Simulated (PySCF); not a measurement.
Species: C5H10O3Si.
Geometry (PBE0-D3(BJ)/def2-SVP, Å), atoms numbered from 1 in this order:
```xyz
19
C5H10O3Si angstrom
C      3.6796   -0.0145   -0.8404
O      2.3444    0.2858   -1.2246
C      1.3863   -0.0862   -0.3678
O      1.6157   -0.6391    0.6806
Si    -0.4129    0.3272   -0.9067
C     -1.3014    1.1152    0.5556
C     -2.5294    0.1966    0.6841
C     -2.1181   -1.2065    0.2316
O     -1.3094   -1.0879   -0.9274
H      4.3217    0.3256   -1.6608
H      3.9437    0.5073    0.0916
H      3.8050   -1.0951   -0.6784
H     -0.4389    0.9924   -2.2368
H     -1.5689    2.1755    0.4450
H     -0.6437    1.0219    1.4360
H     -2.9299    0.1762    1.7103
H     -3.3361    0.5622    0.0270
H     -1.5505   -1.7188    1.0308
H     -2.9917   -1.8309   -0.0135
```

The computed photoelectron lines, unassigned: C 1s: 290.22 (area 1), 290.81 (area 1), 292.05 (area 1), 292.46 (area 1), 293.69 (area 1) eV; O 1s: 537.51 (area 1), 537.72 (area 1), 539.35 (area 1) eV; Si 1s: 1846.91 eV; Si 2p3/2: 107.05 eV.

Computed with delta-SCF UKS SCAN, pcX-2 on the ionised atom, pcseg-1 elsewhere, spin-free X2C in PySCF. The structure is a single PBE0-D3(BJ)/def2-SVP conformer in the gas phase; no vibrational or solvent corrections.

Problem. Assign the C 1s lines to atoms.

Solution. 290.22 eV: C6 (sp3 carbon bound to silicon); 290.81 eV: C7 (ring CH2 carbon); 292.05 eV: C8 (sp3 carbon bound to oxygen); 292.46 eV: C1 (methoxy carbon); 293.69 eV: C3 (carbonyl carbon). Lowest listed C 1s: C6, bonded to C, 2 H and Si. Highest, 3.47 eV above it: C3, bonded to O (double bond), O and Si. Summing the Pauling electronegativity differences to the bonded atoms, each weighted by its formal bond order, gives -1.35 for the lowest site and +2.02 for the highest; no listed site has a larger sum than the highest.

Problem. Assign the O 1s lines to atoms.

Solution. 537.51 eV: O4 (carbonyl oxygen); 537.72 eV: O9 (silyl ether oxygen); 539.35 eV: O2 (oxygen singly bound to a carbonyl carbon). Lowest listed O 1s: O4, bonded to C (double bond). Highest, 1.84 eV above it: O2, bonded to 2 C. The widest gap between neighbouring values is 1.63 eV, between 537.72 and 539.35 eV.

Bonded neighbours of each site: C1: O and 3 H; O2: 2 C; C3: O (double bond), O and Si; O4: C (double bond); Si5: O, 2 C and H; C6: C, 2 H and Si; C7: 2 C and 2 H; C8: O, C and 2 H; O9: C and Si.

Problem. What is the longest wavelength that can ionise C 1s of C7 vertically?

Solution. λ = hc/E = 12398.42 eV Å / 290.81 eV = 42.634 Å.

2p3/2 and 2p1/2 are the ΔSCF energy of one spin-free 2p hole plus the eigenvalues of a spin–orbit and ligand-field matrix of the shell. 2p1/2 minus 2p3/2 (ligand field included): Si 0.62 eV.
